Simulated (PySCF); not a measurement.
CH2F3OSi (charge -1).
SMILES with atom numbers: `[OH:1][SiH-:2][C:3]([F:4])([F:5])[F:6]` (hydrogens: H7 on O1; H8 on Si2)

The same species was optimised twice, with GFN2-xTB and with PBE0-D3(BJ)/def2-SVP (PySCF), and the same property calculations (PySCF, gas phase) were run on both structures.

```
      coordinate  GFN2-xTB  PBE0-D3(BJ)/def2-SVP  change
      O1–Si2 (Å)     1.679                 1.750  +0.071
       C3–F4 (Å)     1.371                 1.359  -0.012
       C3–F6 (Å)     1.389                 1.377  -0.012
       C3–F5 (Å)     1.374                 1.364  -0.010
      Si2–C3 (Å)     1.998                 1.998   0.000
   O1–Si2–C3 (°)      99.6                  94.7    -4.9
   Si2–C3–F6 (°)     118.5                 114.0    -4.5
   Si2–C3–F4 (°)     112.6                 114.4    +1.8
    F4–C3–F6 (°)     103.6                 104.5    +0.9
    F4–C3–F5 (°)     103.6                 104.5    +0.9
   Si2–C3–F5 (°)     114.1                 114.7    +0.6
    F5–C3–F6 (°)     102.9                 103.4    +0.5
O1–Si2–C3–F4 (°)      -167                  -157     +10
```

Rotational constants: A = 4396, B = 2002, C = 1844 MHz (GFN2-xTB) against A = 4337, B = 2084, C = 1899 MHz (PBE0-D3(BJ)/def2-SVP). Point groups within 0.08 Å: C1 and C1.

On the GFN2-xTB structure: HOMO (eV) -0.16 [PBE0/pcSseg-1]; LUMO (eV) 5.39 [PBE0/pcSseg-1]; GIAO shielding of O1 (ppm) 337.2 [PBE0/pcSseg-1]; GIAO shielding of Si2 (ppm) 344.0 [PBE0/pcSseg-1]; GIAO shielding of C3 (ppm) 28.4 [PBE0/pcSseg-1]; GIAO shielding of F4/F5/F6 (mean) (ppm) 249.6 [PBE0/pcSseg-1].

What do these properties become on the PBE0-D3(BJ)/def2-SVP structure?

```
                                    property          level  on GFN2-xTB  on PBE0-D3(BJ)/def2-SVP  change
                                   HOMO (eV)  PBE0/pcSseg-1        -0.16                    -0.44   -0.28
                                   LUMO (eV)  PBE0/pcSseg-1         5.39                     5.39    0.00
energy, GFN2-xTB geometry as zero (kcal/mol)  PBE0/pcSseg-1          0.0                     -2.1    -2.1
                  GIAO shielding of O1 (ppm)  PBE0/pcSseg-1        337.2                    338.8    +1.6
                 GIAO shielding of Si2 (ppm)  PBE0/pcSseg-1        344.0                    343.3    -0.7
                  GIAO shielding of C3 (ppm)  PBE0/pcSseg-1         28.4                     31.7    +3.3
     GIAO shielding of F4/F5/F6 (mean) (ppm)  PBE0/pcSseg-1        249.6                    257.5    +7.9
```

The heavy atoms differ by 0.107 Å rms after alignment. Among bonds between heavy atoms O1–Si2 changes most (+0.071 Å). Changes are differences of the printed values. Neither structure is proved a minimum here. One conformer (not necessarily the lowest) at the PBE0-D3(BJ)/def2-SVP geometry, without solvent, vibrations or thermal averaging. The geometry's basis has no diffuse functions, a weakness for an anion.

The values belong to the conformer `[OH:1][SiH-:2][C:3]([F:4])([F:5])[F:6]`: O1–Si2–C3–F4 -157°, H–O1–Si2–C3 41°.
